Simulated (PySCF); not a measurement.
Computed shifts of a molecule C4H8ClF, PBE0/pcSseg-1 (PySCF), GIAO, gas phase, equivalent atoms averaged, in ppm (number of nuclei): ¹³C: 113.9 (1), 48.1 (1), 24.4 (1), 17.8 (1). ¹⁹F: -157.4 (1). ¹H: 6.21 (1), 2.21 (1), 1.84 (1), 1.79 (1), 1.42 (1), 1.34 (3). References: ¹³C against TMS (σ = 186.3 ppm); ¹⁹F against CFCl3 (σ = 167.2 ppm); ³⁵Cl against HCl (σ = 945.9 ppm); ¹H against TMS (σ = 31.56 ppm), references at their B3LYP-D3(BJ)/def2-TZVP geometries, non-relativistic (without spin–orbit terms, shifts of atoms bonded to Cl or Br come out too high). Geometry: B3LYP-D3(BJ)/def2-SVP. One conformer was computed; it need not be the lowest.

### Question
Pick the molecule that these values belong to.
A) CCC[C@@H](F)Cl
B) C[C@H](F)CCCl
C) CC(C)(F)CCl
D) C[C@H](F)[C@H](C)Cl

### Answer
A, CCC[C@@H](F)Cl
